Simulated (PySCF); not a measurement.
Harmonic spectrum computed at PBE0 in the def2-TZVP basis family (core potentials from Rb on, PySCF, no spin–orbit coupling):

```
ω (cm⁻¹)  IR (km/mol, summed over degenerate members)  degeneracy
     188                                         92.3           2
     615                                          0.0           1
     749                                          183           1
```

**Question.** Which molecule gave it? In each, all ligands are bound to the one heavy central atom.
A. MgF₂ (singlet)
B. GeF₂ (singlet)
C. GaF₂ (doublet)
D. CuF₂ (doublet)

**Answer.** D. It has D∞h symmetry with Cu–F 1.724 Å (×2).
